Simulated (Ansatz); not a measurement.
## Cost against result

Saddle point of ZnH$_{4}$SO$_{2}$, closed shell (ZnH₂SO ([OH][Zn][SH]) + H₂O → ZnH₂O₂ ([OH][Zn][OH]) + H₂S (still joined by a long Zn–S bond); bonds formed: S2–H4; dative contacts that become bonds: Zn1–O5; bonds broken: H4–O5; bonds weakened to dative contacts: Zn1–S2), PBE0-D4/def2-TZVP structure:

```xyz
8
angstrom
Zn -0.4861 -0.0453 -0.5286
S 1.6998 0.6144 0.5248
O -1.0543 -0.2143 -2.2183
H 0.5138 0.3368 1.3934
O -0.8183 -0.1609 1.3195
H 2.1578 -0.6456 0.6052
H -0.3888 0.0181 -2.8679
H -1.6237 0.0966 1.7720
```

Barriers are electronic and count from the start structure reached by relaxing down the imaginary mode.

Ansatz 0.2.0; basis: as named in each row; cores frozen in the correlated methods. The 3s and 3p shells of Cu and Zn are frozen; filled d shells are correlated. B3LYP uses VWN-RPA correlation. Extrapolation: Hartree–Fock as exp(−7.88 √X), correlation as X^−2.97.

Times are rough, for one single point on 8 threads of a shared host (Arm Neoverse V1).

The estimate by CCSD(T) at an estimated basis limit (MP2 extrapolated from triple and quadruple zeta, plus CCSD(T) − MP2 in triple zeta) is 26.86 kcal/mol.

```csv
method,basis,time (s),barrier (kcal/mol),method less estimate
SPW92,def2-SVP,under 1,18.30,-8.56
HF,STO-3G,under 1,21.27,-5.59
PBE-D4,def2-SVP,under 1,20.47,-6.39
B3LYP-D4,6-31G,under 1,22.33,-4.53
PBE0-D4,def2-SVP,under 1,24.44,-2.42
SPW92,def2-TZVPP,under 1,19.62,-7.24
PBE-D4,def2-TZVPP,1,21.57,-5.29
BLYP-D4,def2-TZVPP,1,22.27,-4.59
B3LYP-D4,def2-TZVPP,2,25.14,-1.72
BHLYP-D4,def2-TZVPP,2,28.94,2.08
PBE0-D4,def2-TZVPP,2,25.08,-1.78
CAM-B3LYP-D4,def2-TZVPP,2,26.09,-0.77
PBE-D4,STO-3G,2,-0.49,-27.35
CCSD(T),def2-SVP,2,27.07,0.21
r2SCAN-D4,def2-TZVPP,3,24.01,-2.85
RPA on PBE,def2-TZVPP,3,24.96,-1.90
wB97M-V,def2-SVP,3,26.69,-0.17
r2SCAN0-D4,def2-TZVPP,3,26.61,-0.25
B2PLYP,def2-TZVPP,3,25.73,-1.13
PBE-QIDH,def2-TZVPP,3,26.66,-0.20
wB97X-V,def2-TZVPP,4,26.52,-0.34
B97M-V,def2-TZVPP,5,26.35,-0.51
wB97M-V,def2-TZVPP,5,27.30,0.44
MP2,def2-QZVPP,10,25.78,-1.08
CCSD(T),def2-TZVPP,73,26.47,-0.39
```

All methods are single points on the PBE0-D4 structures; a negative value means that the method puts the saddle structure below the start.

The T1 diagnostic stays at or below 0.016.

Labels in which every atom is bracketed show which atoms are joined, not bond orders.
